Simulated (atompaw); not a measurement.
## Before and after: PAW (atompaw) potential for K (Z = 19)

potassium, PAW, made with atompaw 4.2.0.5 (LDA (PW92), scalar-relativistic). Core [Ne] 3s2, reference 3p6 4s1 4p0. Waves: 4s (bound): rc 3.00 bohr; 4s channel at 3.8 Ry: rc 3.00 bohr; 3p (bound): rc 2.15 bohr; 4p (bound, empty): rc 2.75 bohr; 3d channel at 0.2 Ry: rc 3.00 bohr; 3d channel at 1.1 Ry: rc 3.00 bohr. Local part: bessel scheme, radius 2.20 bohr. Core correction: smooth core density matched at 1.85 bohr. Augmentation charge: besselshape compensation charge, radius 2.65 bohr; PAW radius 3.00 bohr; waves and projectors: custom rrkj gramschmidtortho.

All-electron outer shells of the reference configuration (LDA (PW92), scalar-relativistic, ld1.x):

```tsv
shell	level (eV)	outermost node (bohr)	outermost maximum (bohr)
2p	-280.02	–	0.26
3s	-35.18	0.48	1.07
3p	-18.84	0.45	1.15
4s	-2.43	1.59	4.03
4p	-0.84	1.88	5.71
```

Change: functional PBEsol; removed wave 3d channel at 1.1 Ry: rc 3.00 bohr.

Cutoffs: the cutoffs (Ry, on a coarse ladder) from which the occupation-weighted sum of valence levels, in a spherical-Bessel basis at the reference potential, stays within 10 and 1 mRy of its value at 400 Ry; they do not see the model core or the augmentation charge, which bear on the density cutoff.

Task: What does the change do?

Result: The potential gets neither clearly harder nor softer (15 Ry and 30 Ry → 15 Ry and 30 Ry); a bound ghost appears in s, which as a rule spoils a file; the range in which the s phases agree narrows (upper end 4.7 → 0.0); the range in which the d phases agree narrows (upper end 4.9 → 0.6).

| quantity | base | changed |
| --- | --- | --- |
| cutoff, loose | 15 Ry | 15 Ry |
| cutoff, tight | 30 Ry | 30 Ry |
| loose cutoff by channel (10 mRy a level) | s 6 Ry, p 12 Ry | s 10 Ry, p 12 Ry |
| bound ghosts | none | s |
| s: phases at 3.01 bohr within 0.05 rad from the reference energy up to (Ry; the scan ends near 5) | 4.7 | 0.0 |
| p: phases at 3.01 bohr within 0.05 rad from the reference energy up to (Ry; the scan ends near 5) | 4.0 | 4.0 |
| d: phases at 3.01 bohr within 0.05 rad from the reference energy up to (Ry; the scan ends near 5) | 4.9 | 0.6 |
| lowest overlap eigenvalue by channel | s 1.00, p 0.09, d 0.33 | s 0.06, p 0.08, d 1.00 |

 A true bound ghost makes a file unfit for plane-wave use even where its test errors are small: the radial tests pick states by their node count and pass the ghost by. The cutoffs see the waves, projectors and local potential, not the compensation charge or the core.
